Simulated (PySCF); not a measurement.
C₃H₇BF₂O₂.
Z-matrix (Å and degrees, GFN2-xTB geometry), rows numbered from 1:
```
C 
O   1  1.4045
B   2  1.3434  1  124.40
O   3  1.3545  2  120.12  1   179.66
C   4  1.4048  3  122.09  2    -3.20
C   5  1.5293  4  109.68  3  -103.42
F   6  1.3526  5  111.35  4    77.66
F   6  1.3560  5  110.37  4  -164.71
H   1  1.0925  2  108.57  3   125.31
H   1  1.0927  2  111.64  3     4.51
H   1  1.0925  2  108.68  3  -116.17
H   3  1.1759  2  124.36  1    -1.57
H   5  1.0953  4  108.44  3   138.83
H   5  1.0944  4  111.39  3    17.34
H   6  1.1003  5  112.42  4   -43.63
```

PySCF, density fitting, gas phase, GFN2-xTB geometry. The standard run uses grid level 2 after a coarse-grid start, the def2-universal JK fitting basis (with tight functions added where the orbital basis needs them), an energy threshold of 1e-9 Eh and DIIS. The changed runs have no coarse-grid stage.

Q: Standard PBE0/pcSseg-1: E = -493.024289 Eh, HOMO -8.511 eV, LUMO 0.883 eV, dipole 2.078 D, 14 cycles (coarse-grid cycles included). What changes at PBE0/pcSseg-1 with: energy threshold 1e-06 Eh?

A: E = -493.024289 Eh (0.000 mEh), HOMO -8.512 eV (-0.001), LUMO 0.883 eV (0.000), dipole 2.078 D (0.000), 8 SCF cycles. The result matches the standard run within 0.02 mEh and 0.003 eV; such settings steer the iterations and don't enter the energy expression.

The cycles:
```
cycle   1  E = -492.8676213496  dE =  1.094e+00  |g| = 9.657e-01  |ddm| = 3.180e+00
cycle   2  E = -492.6944407795  dE =  1.732e-01  |g| = 1.416e+00  |ddm| = 1.404e+00
cycle   3  E = -493.0236428298  dE = -3.292e-01  |g| = 5.802e-02  |ddm| = 8.907e-01
cycle   4  E = -493.0241305605  dE = -4.877e-04  |g| = 2.971e-02  |ddm| = 4.845e-02
cycle   5  E = -493.0242675357  dE = -1.370e-04  |g| = 1.137e-02  |ddm| = 2.194e-02
cycle   6  E = -493.0242872038  dE = -1.967e-05  |g| = 2.686e-03  |ddm| = 7.301e-03
cycle   7  E = -493.0242885379  dE = -1.334e-06  |g| = 6.310e-04  |ddm| = 1.949e-03
cycle   8  E = -493.0242885999  dE = -6.201e-08  |g| = 2.097e-04  |ddm| = 5.075e-04
```
